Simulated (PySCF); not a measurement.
**Computed structure and properties of [Tm(OH)3(NH3)]−**

System: [Tm(OH)3(NH3)]− (singlet in the valence; each metal's 4f electrons, 13 of them, lie in its core potential, out of spins and levels); start: template (C1). Method: PySCF 2.14.0, RKS PBE0, Tm lcecp-0-SVP with ECP59, O def2-SVP, H def2-SVP, N def2-SVP; non-relativistic Hamiltonian with scalar-relativistic core potentials where named; density fitting; no spin-orbit coupling.

Input of the relaxation:

```python
mol = gto.M(atom='''
Tm     0.01614    -0.01508     0.01298
O      1.32184     1.29062     1.31868
H      1.84154     1.56282     2.08578
O     -1.28956    -1.32078     1.31868
H     -1.80926    -1.59298     2.08578
O      1.32184    -1.32078    -1.29272
H      1.84154    -2.08788    -1.56492
N     -1.50226     1.50332    -1.50542
H     -2.11546     2.11652    -0.96842
H     -0.96526     2.11652    -2.11862
H     -2.11546     0.96632    -2.11862''',
    basis={'Tm': 'lcecp-0-SVP', 'O': 'def2-SVP', 'H': 'def2-SVP', 'N': 'def2-SVP'},
    ecp={'Tm': 'lcecp-0-SVP'},
    charge=-1, spin=0)
mf = dft.RKS(mol, xc='PBE0')
mf.grids.atom_grid = (50, 194)  # f atoms: unpruned, at least (60, 302)
mf = mf.density_fit()  # fitting sets: Tm AutoAux, O def2-universal-JKFIT, H def2-universal-JKFIT, N def2-universal-JKFIT
mf.conv_tol = 1e-08; mf.max_cycle = 55
mf.kernel(dm0)  # dm0: converged density of the start geometry
# quasi-Newton relaxation in Cartesian coordinates to a largest gradient under 0.00045 Eh/bohr, steps kept in the point group
```

Run from Python with OMP_NUM_THREADS=2; the lines above give its settings. Where DIIS fails, smearing, a level shift and second-order steps follow.
It took 3.1 min on 2 threads of AMD EPYC 7R43 64-Core Processor (Zen 3), with other jobs on the host, from the converged density of the start.

Course of the relaxation:

```
step  energy above end (eV)  largest force component within the symmetry (eV/Å)
   0                 0.3838                                               1.074
   1                 0.2540                                               0.766
   2                 0.1099                                               0.418
   3                 0.0950                                               1.309
   4                 0.0570                                               0.713
   5                 0.0422                                               0.310
   6                 0.0336                                               0.296
   7                 0.0290                                               0.463
  21                 0.0006                                               0.022
  22                 0.0004                                               0.028
  23                 0.0003                                               0.029
  24                 0.0001                                               0.030
  25                 0.0001                                               0.019
  26                 0.0000                                               0.022
```
(The steps between are left out.)

Relaxed geometry (C1, nearly C3):

```xyz
11

Tm    0.2017   -0.2396    0.2913
O     1.1641    1.4650    1.3543
H     1.8003    2.0657    1.7459
O    -1.5728   -1.2301    1.2111
H    -2.2092   -1.5622    1.8466
O     1.2685   -1.2218   -1.4011
H     1.6267   -1.8401   -2.0391
N    -1.2825    1.2968   -1.2836
H    -1.7970    1.9751   -0.7279
H    -0.7064    1.7940   -1.9575
H    -1.9478    0.7156   -1.7869
```

```csv
contact,Å
Tm1–O2 (OH),2.228
Tm1–O4 (OH),2.231
Tm1–O6 (OH),2.229
Tm1–N8 (NH3),2.654
```

On the finer grid (75, 302):

```yaml
HOMO: not given (4f levels lie in the core)
LUMO: not given (4f levels lie in the core)
Dipole_about_the_centre_of_mass: 3.99 D
Set_of_Mulliken_populations_of_Tm1_outside_the_core_potential: s 2.18, p 6.40, d 1.00, f 0.03
D3_BJ_dispersion_energy_not_in_the_energies: -0.146 eV
```

| atom | Mulliken (e) | Löwdin (e) | spin (e) |
| --- | --- | --- | --- |
| Tm1 | 0.39 | 0.08 | 0.00 |
| O2 | -0.62 | -0.44 | 0.00 |
| H3 | 0.10 | 0.01 | 0.00 |
| O4 | -0.62 | -0.44 | 0.00 |
| H5 | 0.10 | 0.01 | 0.00 |
| O6 | -0.62 | -0.44 | 0.00 |
| H7 | 0.10 | 0.01 | 0.00 |
| N8 | -0.25 | -0.03 | 0.00 |
| H9 | 0.13 | 0.08 | 0.00 |
| H10 | 0.13 | 0.08 | 0.00 |
| H11 | 0.14 | 0.08 | 0.00 |

The 4f levels lie in the core potential and are missing. Their spin isn't counted.

No frequency check is given for this geometry.

Taking off one OH (charge -1, singlet; the rest: singlet) in vacuum, both parts rigid, costs 4.44 eV; the small basis without counterpoise inflates it.

Rigid scan of OH along the line from its metal:

(distance to O2 (Å), energy (eV)): (1.93, 0.713), (2.03, 0.270), (2.13, 0.058), (2.23, 0.000), (2.33, 0.042), (2.43, 0.148), (2.63, 0.457), (2.93, 0.984), (3.33, 1.620), (3.83, 2.250)

Taking off one NH3 (charge 0, singlet; the rest: singlet) in vacuum, both parts rigid, costs 0.51 eV; the small basis without counterpoise inflates it.

Rigid scan of NH3 along the line from its metal:

```json
{"distance to N8 (Å)": "2.35", "energy (eV)": "0.200"}
{"distance to N8 (Å)": "2.45", "energy (eV)": "0.076"}
{"distance to N8 (Å)": "2.55", "energy (eV)": "0.016"}
{"distance to N8 (Å)": "2.65", "energy (eV)": "0.000"}
{"distance to N8 (Å)": "2.75", "energy (eV)": "0.012"}
{"distance to N8 (Å)": "2.85", "energy (eV)": "0.041"}
{"distance to N8 (Å)": "3.05", "energy (eV)": "0.123"}
{"distance to N8 (Å)": "3.35", "energy (eV)": "0.253"}
{"distance to N8 (Å)": "3.75", "energy (eV)": "0.389"}
{"distance to N8 (Å)": "4.25", "energy (eV)": "0.491"}
```

One start shape was tried, so this needn't be the lowest isomer.

An lcecp potential fixes the number of 4f electrons, so in runs with it no electron can move into or out of that shell.
